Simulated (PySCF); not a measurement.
# Electron affinity of Au by level of theory

Au⁻ [Xe] 4f14 5d10 6s2 → Au [Xe] 4f14 5d10 6s1 [6s1/2^1, M_J = 1/2], as a difference of total energies. Calculation: PySCF 2.14, in x2c-SVPall-2c with one added diffuse shell each of s, d type (8s9p10d2f, 99 functions); the two-component X2C-1e Hamiltonian. Correlated levels: [Kr] 4d10 4f14 frozen; the 22 highest virtual spinors dropped. "Screened" scales the spin-orbit matrix elements by Boettger's factors to mimic the two-electron term; Breit and QED terms are absent.

```json
{"method": "GHF (spin-free)", "electron affinity (eV)": "0.638"}
{"method": "GMP2 (spin-free)", "electron affinity (eV)": "1.777"}
{"method": "GHF (screened spin-orbit)", "electron affinity (eV)": "0.657"}
{"method": "GMP2 (screened spin-orbit)", "electron affinity (eV)": "1.805"}
```

Problem. How much does correlation contribute at GMP2 (screened spin-orbit)?

Solution. 1.805 − (0.657) = 1.148 eV, measured against GHF (screened spin-orbit).

Errors of the correlated levels include the incompleteness of this basis, which has no added diffuse functions for the anion, and the frozen core.

For comparison: 2.309 eV (measured; photodetachment measurements, as compiled on the Wikipedia data page of electron affinities).
